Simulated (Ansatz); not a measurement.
Wavefunction ladder for CH3AlClFSSi (`F[SiH]1C[S][Al]1[Cl]`)

Cartesian coordinates in Å:
```
F 1.5635 1.4650 1.2167
Si 0.8602 0.6686 0.0144
C -1.0374 0.6686 0.1204
S -1.5393 -1.0099 -0.4464
Al 0.5121 -1.7031 -0.1181
Cl 1.2453 -3.6555 -0.1365
H 1.2939 1.3331 -1.2459
H -1.4988 1.4047 -0.5410
H -1.3994 0.8286 1.1365
```

Charge 0, multiplicity 1. Geometry: relaxed with PBE0-D4/def2-TZVP. Frozen core, restricted reference, Ansatz. CBS rows extrapolate triple and quadruple zeta; past MP2 they add the triple-zeta difference.

| basis | HF (Eh) | MP2 corr. |
| --- | --- | --- |
| def2-SVP | -1526.54742 | -0.72497 |
| def2-TZVPP | -1527.21190 | -0.95839 |
| def2-QZVPP | -1527.25773 | -1.04449 |

**Question.** Estimate the CCSD correlation energy and the (T) correction in each basis where they were run (hartree).

**Answer.** 
| basis | CCSD corr. | (T) |
| --- | --- | --- |
| def2-SVP | -0.77704 | -0.02177 |
| def2-TZVPP | -1.01040 | -0.04346 |
| CBS(def2) | -1.16028 | as TZ |
